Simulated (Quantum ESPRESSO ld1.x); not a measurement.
Task: Charge is removed step by step from the 4s1/2 level of Er, starting from [Xe] 4f12 6s2. Level of theory: Dirac Kohn-Sham, PW91, spin-unpolarised, spherical densities, point nucleus; open shells fill j = l - 1/2 first (ld1.x of Quantum ESPRESSO 7.5). At the starting occupation the eigenvalue is -425.15 eV. Estimate the energy to remove one whole electron from this level, the eigenvalue at the end, and how far E(n) bends from a straight line.

Result: Delta-SCF 434.15 eV; final eigenvalue -444.00 eV; the deviation from the straight line is -2.366 eV at 0.5 electron removed, the largest on the grid computed. Slater's transition state (half an electron removed) gives 433.94 eV. Integrating minus the eigenvalue over the occupation (Janak's theorem) gives 434.15 eV. The mean slope of the eigenvalue, de/dn, is 18.8 eV per electron.
